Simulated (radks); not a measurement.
Task: The table gives one normalised radial function P(r) = r R(r) (large component) of Rb27+ in [He] 2s2 2p5.5 3p0.5 (r in bohr). Method: Dirac Kohn-Sham, PBE, spin-unpolarised, spherical densities, point nucleus; open shells fill j = l - 1/2 first; computed with a radial shooting solver on a logarithmic mesh with Libxc functionals.

r	P
0.003642	0.0283
0.004074	0.0340
0.004557	0.0407
0.005056	0.0483
0.005656	0.0581
0.006326	0.0699
0.007019	0.0830
0.007851	0.0999
0.008781	0.1203
0.009744	0.1429
0.0109	0.1718
0.01219	0.2064
0.01353	0.2443
0.01513	0.2925
0.01692	0.3493
0.01878	0.4108
0.021	0.4877
0.02349	0.5767
0.02607	0.6712
0.02916	0.7863
0.03261	0.9160
0.03618	1.0493
0.04047	1.2060
0.04527	1.3746
0.05063	1.5525
0.05618	1.7222
0.06284	1.9045
0.07029	2.0795
0.07799	2.2278
0.08724	2.3632
0.09758	2.4634
0.1083	2.5161
0.1211	2.5212
0.1355	2.4666
0.1503	2.3603
0.1681	2.1881
0.188	1.9634
0.2086	1.7190
0.2334	1.4331
0.261	1.1426
0.2896	0.8857
0.324	0.6383
0.3624	0.4325
0.4021	0.2833
0.4497	0.1668
0.503	0.0901
0.5626	0.0443
0.6243	0.0208
0.6983	0.0082
0.781	0.0028
0.8667	0.0009
0.9694	0.0002
1.084	0.0000
1.203	0.0000
1.346	0.0000

Which n and l does it have? It may be an empty orbital.

Result: n = 2, l = 1: the number of nodes gives n - l - 1 = 0, the rise at small r points to l (for j = l - 1/2 the large component starts as r^gamma with gamma = sqrt(l^2 - (Z/c)^2) = 0.96 and the r^(l+1) term takes over further out; the orbital of l - 1 with the same j starts with the same power, but with a larger coefficient, and does not steepen), and the extent must fit the shell. The curve is that of 2p1/2; the two j differ most near the nucleus, where j = l - 1/2 has the larger amplitude, and in heavy atoms j = l - 1/2 is also the more compact. 2p1/2: eigenvalue -3160.5 eV, 0 radial nodes, <r> = 0.148 bohr, 90 % of the charge inside 0.241 bohr.
